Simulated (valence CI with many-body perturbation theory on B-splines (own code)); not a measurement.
**Zr19+: E2, M1 decay**

Computed by valence CI with perturbative core correlation (CI+MBPT): three valence electrons over a frozen Dirac-Fock core [Ar], radial functions for each j: 7 s, 7 p, 8 d, 6 f, 4 g, 1 h, with the one-electron correlation potential Σ1 (screened to all orders), the two-electron term Σ2, the three-electron term Σ3, Breit, model QED; selected single and double excitations, second order for the rest, scaled by the run's own slope (own B-spline code, finite nucleus).

No measured spectrum was set against this ion. As an estimate, terms of the open shell hold to 2 to 4 % of their energy, and close levels can change places. Only levels of the ground parity were solved; by the run's estimate the other parity begins above the list, which can be wrong where configurations are misplaced.

Lines 1 to 50 of 68 in falling wavelength, among levels below 219850 cm⁻¹, chosen from the decays that carry over 1 % of a level's rate. Wavelengths and rates use the calculated energies, so an error of 2000 cm⁻¹ moves a line at 3609 Å by 7.2 % and its rate by three times that or more. Electric multipoles are in the length gauge, E1 and E2 with the static RPA response of the core. Weak lines are less certain than strong ones. Lines between different terms over intervals too small for the method are left out, as are lines whose strength nearly cancels. The highest levels of a list are the least certain. Branching is blank where the lifetime is uncertain.

Names give the largest LS component (configuration and term), which can be under half, so a name can repeat, a term be missing and a line seem to break the LS rules; names also repeat where a configuration has a term twice. Letters in brackets count levels of one name in rising energy.

```csv
λ vac (Å),Upper,Lower,Type,A (s⁻¹),Branch %
22430,3d3 4P_1/2,3d3 4P_3/2,M1,2.79e+00,11.1
9296,3d3 4F_9/2,3d3 4F_7/2,M1,3.04e+01,100.0
8240,3d3 4F_7/2,3d3 4F_5/2,M1,7.24e+01,100.0
8200,3d3 4F_5/2,3d3 4F_3/2,M1,7.38e+01,100.0
5087,3d3 2D_5/2 [a],3d3 2D_3/2 [a],M1,6.49e+01,7.4
4565,3d3 4P_5/2,3d3 4P_3/2,M1,1.13e+02,73.3
3746,3d3 2H_11/2,3d3 2H_9/2 [a],M1,1.13e+02,71.2
3663,3d3 2P_3/2,3d3 2P_1/2,M1,1.44e+02,11.9
3609,3d3 2D_3/2 [a],3d3 4P_1/2,M1,8.94e+01,6.8
3342,3d3 2D_5/2 [a],3d3 4P_5/2,M1,4.49e+01,5.1
3109,3d3 2D_3/2 [a],3d3 4P_3/2,M1,3.66e+02,27.9
3107,3d3 2H_9/2 [b],3d3 2H_9/2 [a],M1,2.86e+02,37.9
3012,3d3 2P_3/2,3d3 2D_3/2 [a],M1,3.30e+02,27.4
2975,3d3 2P_1/2,3d3 4P_1/2,M1,4.65e+02,95.5
2807,3d3 2F_5/2,3d3 2D_5/2 [a],M1,5.81e+00,1.5
2804,3d3 2H_9/2 [b],3d3 2G_7/2,M1,2.80e+02,37.0
2657,3d3 2H_9/2 [a],3d3 4F_9/2,M1,2.69e+02,58.7
2443,3d3 4P_3/2,3d3 4F_5/2,M1,6.37e+01,27.6
2301,3d3 2P_3/2,3d3 4P_5/2,M1,2.93e+02,24.3
2226,3d3 2G_7/2,3d3 4F_7/2,M1,1.86e+02,35.2
2066,3d3 2H_9/2 [a],3d3 4F_7/2,M1,1.88e+02,41.2
1972,3d3 4P_5/2,3d3 4F_7/2,M1,2.25e+01,14.6
1930,3d3 2D_5/2 [a],3d3 4P_3/2,M1,3.45e+01,3.9
1882,3d3 4P_3/2,3d3 4F_3/2,M1,1.67e+02,72.4
1753,3d3 2G_7/2,3d3 4F_5/2,M1,3.40e+02,64.3
1736,3d3 4P_1/2,3d3 4F_3/2,M1,2.19e+01,87.0
1736,3d3 4P_1/2,3d3 4F_3/2,E2,4.16e-01,1.6
1591,3d3 4P_5/2,3d3 4F_5/2,M1,1.84e+01,12.0
1554,3d3 2H_11/2,3d3 4F_9/2,M1,4.56e+01,28.8
1530,3d3 2P_3/2,3d3 4P_3/2,M1,2.25e+01,1.9
1526,3d3 2F_5/2,3d3 4P_5/2,M1,7.07e+01,17.8
1517,3d3 2F_7/2,3d3 2H_9/2 [a],M1,1.66e+01,3.2
1447,3d3 2D_5/2 [b],3d3 2F_5/2,M1,5.09e+02,17.5
1441,3d3 2F_7/2,3d3 2G_7/2,M1,1.74e+02,34.0
1432,3d3 2H_9/2 [b],3d3 4F_9/2,M1,9.01e+01,11.9
1412,3d3 2D_3/2 [b],3d3 2F_5/2,M1,3.47e+02,
1408,3d3 2D_5/2 [b],3d3 2F_7/2,M1,3.11e+02,10.7
1402,3d3 2F_5/2,3d3 2G_7/2,M1,1.08e+02,27.1
1368,3d3 2D_3/2 [a],3d3 4F_5/2,M1,5.51e+02,42.0
1241,3d3 2H_9/2 [b],3d3 4F_7/2,M1,9.86e+01,13.0
1240,3d3 2D_5/2 [a],3d3 4F_7/2,M1,6.17e+02,70.0
1172,3d3 2D_3/2 [a],3d3 4F_3/2,M1,2.99e+02,22.8
1144,3d3 2F_5/2,3d3 4P_3/2,M1,3.49e+01,8.8
1097,3d3 2D_5/2 [b],3d3 2P_3/2,M1,7.41e+01,2.5
1096,3d3 2P_1/2,3d3 4F_3/2,M1,1.80e+01,3.7
1078,3d3 2D_5/2 [a],3d3 4F_5/2,M1,1.03e+02,11.7
1076,3d3 2D_3/2 [b],3d3 2P_3/2,M1,3.71e+01,
965.4,3d3 2F_7/2,3d3 4F_9/2,M1,2.31e+02,45.1
954.9,3d3 2D_5/2 [b],3d3 2D_5/2 [a],M1,6.43e+01,2.2
952.7,3d3 2D_5/2 [a],3d3 4F_3/2,M1,1.60e+01,1.8
```
